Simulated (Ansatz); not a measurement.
CH$_{7}$FOSi$_{2}$, SMILES `FC([SiH3])O[SiH3]`, relaxed with RKS PBE-D4/def2-SVP in the Gaussian-basis code of Ansatz from a rough embedded geometry. The force threshold is 0.03 eV/Å; the program also tests the step.

The species carries charge 0 and has multiplicity 1.

Start:

```xyz
12

F    -0.860   -0.149    2.026
C    -0.170   -0.141    0.895
Si    0.672    1.522    0.894
O    -1.091   -0.435   -0.214
Si   -0.577   -1.311   -1.464
H     0.584   -0.936    0.973
H     1.539    1.673   -0.370
H     1.570    1.712    2.003
H    -0.343    2.685    0.822
H    -1.732   -1.474   -2.422
H     0.487   -0.542   -2.104
H    -0.078   -2.603   -1.038
```

Question: How much energy does the relaxation release, and in how many steps? (An estimate is asked.)

Answer: The calculation gave: 62.03 kJ/mol, in 18 steps, 1 of them rejected.

Question: Which bonds change most? (An estimate is asked.)

Answer: Ansatz gave: O4–Si5 from 1.611 to 1.705 Å; F1–C2 from 1.325 to 1.408 Å; C2–O4 from 1.472 to 1.390 Å; C2–Si3 from 1.864 to 1.929 Å.

Question: Give the relaxed structure. (Estimate.)

Answer: The calculation gave: 
```xyz
12

F    -1.008   -0.383    1.279
C     0.189   -0.056    0.614
Si    0.684    1.739    1.118
O    -0.006   -0.096   -0.762
Si   -0.674   -1.452   -1.549
H     0.932   -0.830    0.936
H     1.965    2.116    0.428
H     0.876    1.797    2.608
H    -0.426    2.658    0.704
H    -2.171   -1.476   -1.447
H    -0.264   -1.308   -2.982
H    -0.098   -2.708   -0.948
```
